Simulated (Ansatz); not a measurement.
Abridged output of a molecular run in Ansatz:

```
Functional definition: HF
1841 factors; integrals over basis functions are off by at most 1.6e-3 eV
mean field evaluation 1: about -34297.5850 eV, gradient 2.9e1 eV
mean field evaluation 2: about -34297.9274 eV, gradient 3.0e1 eV
mean field evaluation 4: about -34301.1091 eV, gradient 3.6e0 eV
mean field evaluation 8: about -34301.1719 eV, gradient 1.6e-1 eV
mean field -34301.17211321 eV, -1260.5448249911 hartree, gradient 5.0e-6 eV, S^2 0.000000; 0 other end points of the search recorded, 0 dependent functions left out
21 core orbitals not correlated: weight in the atoms' cores, before any rotation towards them, 1.000 or more for the frozen orbitals, at most 0.000 for the correlated occupied ones
reference -34301.17211321 eV, -1260.5448249911 hartree; 15, 15 occupied and 289, 289 virtual orbitals, 1841 factors
second order -18.86771526 eV of doubles, -0.00000000 eV of singles
cycle   1  -20.28548575 eV  change    -1.4e0 eV  update   1.1e-1
cycle   2  -20.91097304 eV  change   -6.3e-1 eV  update   3.3e-2
cycle   3  -20.99878532 eV  change   -8.8e-2 eV  update   1.4e-2
cycle   4  -20.99071149 eV  change    8.1e-3 eV  update   3.8e-3
cycle   5  -20.98906640 eV  change    1.6e-3 eV  update   1.4e-3
cycle   6  -20.98884673 eV  change    2.2e-4 eV  update   4.1e-4
cycle   7  -20.98874867 eV  change    9.8e-5 eV  update   1.3e-4
cycle   8  -20.98878553 eV  change   -3.7e-5 eV  update   4.5e-5
cycle   9  -20.98879850 eV  change   -1.3e-5 eV  update   1.6e-5
perturbative correction -0.86918459 eV, -0.0319419446 hartree
Total energy: -34323.03009631 eV, -1261.3480910540 hartree
```

Its atoms:

Cartesian coordinates in Å:
```
C -1.285 -0.803 1.321
Si 0.067 -0.159 0.213
Si 0.468 -1.403 -1.725
S 1.831 0.457 1.182
Al 0.905 2.371 0.462
H -2.209 -0.966 0.761
H -1.475 -0.096 2.131
H -0.974 -1.753 1.762
H -0.463 1.210 -0.324
H -0.806 -1.723 -2.424
H 1.142 -2.672 -1.344
H 1.349 -0.620 -2.628
H 1.475 3.010 -0.867
H -0.025 3.148 1.481
```

**Question.** Which basis set was used?
A. cc-pV(Q+d)Z
B. def2-SVPD
C. def2-TZVPP
D. def2-SVP

**Answer.** C. It gives 325 functions.

**Question.** Write the keys of the input that set method, charge and spin (a neutral closed shell needs none for the last two).

**Answer.** 
```yaml
correlation: {method: ccsd_t}
```
